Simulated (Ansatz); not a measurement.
Consider the formal exchange of groups at the Si–O bond: `CO[Si](N)(O)O` + CH₄ → `CO[Si](C)(N)O` + H₂O.

Gas-phase electronic energies from Ansatz, PBE0-D4/def2-TZVP geometries. CBS: MP2 limit from def2 TZ/QZ plus the TZ coupled-cluster correction, frozen cores. This one scheme is used for every species. Functionals use def2-TZVPP. One conformer a species, not always the lowest.

| level | ΔE (kJ/mol) |
| --- | --- |
| PBE-D4 | 110.2 |
| HF/def2-QZVPP | 140.3 |

(1) What does CCSD(T)/CBS give? (Best estimate.)

Largest T1 diagnostic among the species: 0.011.

Answers

(1) Computed: +117.7 kJ/mol. The listed levels differ from it by -7.5, 22.6 kJ/mol.

In def2-TZVPP, CCSD(T) changes the Hartree–Fock value by −19.2 kJ/mol (the triples alone add −2.2 kJ/mol) and MP2 by −19.1 kJ/mol. The D4 term adds −4.1 kJ/mol with B3LYP and −2.5 kJ/mol with PBE0; it sums over pairs of atoms, weighted by their polarisabilities, and B3LYP, whose exchange is more repulsive, gets the larger term. From PBE to PBE0 (25 % exact exchange), in def2-TZVPP and without D4, ΔE moves by +3.5 kJ/mol.

B3LYP here is the variant with VWN-RPA as its local correlation; programs differ in this.
